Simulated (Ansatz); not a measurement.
# SiHCl2O (SMILES [O][SiH](Cl)Cl): the energy, rung by rung

SiHCl2O has 5 atoms, charge 0, and is taken as a doublet. As SMILES, `[O][SiH](Cl)Cl`. Geometry: optimised at B3LYP/def2-SVP.

```xyz
5

O     0.0899   -0.7273    1.5366
Si    0.0893   -0.0398    0.0123
Cl   -0.5248    1.9218    0.0662
Cl   -1.1226   -1.0762   -1.2858
H     1.5180   -0.1520   -0.3706
```

Quantity: the dissociation energy of the Si2–O1 bond into doublet SiHCl2 and triplet O (shapes relaxed at B3LYP/def2-SVP, no zero-point term), in eV. The values are calculated.

| level | kind | program | value (eV) | CPU time (all runs) |
| --- | --- | --- | --- | --- |
| UHF/def2-TZVP | Hartree–Fock | Ansatz | 3.19 | 14 s |
| USVWN5/def2-TZVP | LDA | Ansatz | 5.69 | 7.7 s |
| UPBE/def2-TZVP | GGA | Ansatz | 4.89 | 18 s |
| U-r2SCAN/def2-TZVP | meta-GGA | Ansatz | 4.82 | 25 s |
| UB3LYP/def2-TZVP | global hybrid | Ansatz | 4.69 | 18 s |
| U-wB97M-V/def2-TZVP | range-separated hybrid | Ansatz | 4.90 | 32 s |
| UB2PLYP/def2-TZVP | double hybrid | Ansatz | 4.70 | 22 s |
| UMP2/def2-TZVP | perturbation theory | Ansatz | 4.76 | 7.3 s |

The values span 3.19 to 5.69 eV. Hartree–Fock misses the correlation of the electron pair that is broken and comes out low. Measured bond enthalpies also hold zero-point and thermal terms, a few tenths of an eV less. Times are those of the runs behind each value, whatever else they computed, on shared processors of several kinds: orders of magnitude only.
